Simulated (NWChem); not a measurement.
# C5H5N; SMILES C(=C\C#N)/C=C

```xyz
11

C      0.4155    -2.8419     0.0000
C     -0.3540    -1.7417     0.0000
C      0.1817    -0.3939     0.0000
C     -0.5869     0.7181     0.0000
C     -0.0433     2.0346     0.0000
N      0.3847     3.1179     0.0000
H      1.5010    -2.7771     0.0000
H     -0.0142    -3.8387     0.0000
H     -1.4390    -1.8395     0.0000
H      1.2653    -0.2888     0.0000
H     -1.6724     0.6450     0.0000
```
Atoms are numbered in this order, from 1.

Results from NWChem. All runs use the structure optimised with B3LYP/6-31G* (spherical d). Level: M05-2X/def2-SVP with SMD (1 M gas to 1 M solution), gas-phase geometry.

**Question.** Order these by “cavity-dispersion-structure term (kcal/mol)”, lowest first: anisole; ethanol; chloroform; water.

**Answer.** chloroform (-0.3), anisole (0.4), ethanol (2.1), water (5.5)
